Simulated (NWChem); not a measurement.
Species: PbICl, singlet; SMILES [Cl][Pb][I]

Computed with NWChem. Low-valent species are run as closed-shell singlets; no triplet was tried in these runs. All runs use the structure optimised with PBE-D3(BJ)/def2-SVP. def2 effective core potentials on I, Pb; no spin-orbit coupling. Vertical excitations in the gas phase; the lowest state need not have the same character in each row.

```tsv
level	lowest excitation, singlet (eV)	oscillator strength of that lowest state	lowest state with f > 0.02, singlet (eV)	oscillator strength of that bright state	orbital gap (eV)
PBE/def2-SVP, full TDDFT	2.47	0.000	3.11	0.032	2.40
B3LYP/def2-SVP, full TDDFT	?	0.000	?	0.030	?
BHandHLYP/def2-SVP, full TDDFT	3.24	0.003	3.77	0.023	5.59
LRC-wPBEh/def2-SVP, full TDDFT	3.26	0.003	3.78	0.023	7.38
```

Problem. Complete the blanks.

Solution. 
- B3LYP/def2-SVP, full TDDFT, lowest excitation, singlet (eV): 2.71
- B3LYP/def2-SVP, full TDDFT, lowest state with f > 0.02, singlet (eV): 3.29
- B3LYP/def2-SVP, full TDDFT, orbital gap (eV): 3.60
